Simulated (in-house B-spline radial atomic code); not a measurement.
**Se⁺: [Ar] 3d10 4s2 4p3**

All numbers are computed (non-relativistic HSE06, spin-polarised, spherical fractional occupations, exact exchange averaged over the configuration; point nucleus) with an all-electron radial atomic-structure program (B-spline basis), not measured.

Z_r = [3n² - l(l+1)]/(2<r>); Z_e = n√(-2ε); the last column is Slater's effective charge. Values are occupation-weighted means over spin.

| shell | electrons | ε (eV) | <r> (bohr) | Z_r | Z_e | Slater |
| --- | --- | --- | --- | --- | --- | --- |
| 1s | 2 | -12371 | 0.04499 | 33.34 | 30.15 | 33.70 |
| 2s | 2 | -1594.2 | 0.1998 | 30.03 | 21.65 | 29.85 |
| 2p | 6 | -1430.9 | 0.1728 | 28.94 | 20.51 | 29.85 |
| 3s | 2 | -225.58 | 0.5838 | 23.12 | 12.22 | 22.75 |
| 3p | 6 | -168.93 | 0.5936 | 21.06 | 10.57 | 22.75 |
| 3d | 10 | -68.865 | 0.626 | 16.77 | 6.75 | 12.85 |
| 4s | 2 | -27.257 | 1.779 | 13.49 | 5.66 | 7.30 |
| 4p | 3 | -17.416 | 2.105 | 10.93 | 4.53 | 7.30 |

The least bound orbital is 4p up at -17.42 eV, and it is also the most diffuse (<r> = 2.105 bohr).

The density falls to 0.001 bohr⁻³ at 3.879 bohr; Σ<r²> = 30.979 bohr² gives, by the non-relativistic formula and without the paramagnetism of open shells, a Langevin diamagnetic susceptibility of -24.54×10⁻⁶ cm³/mol.
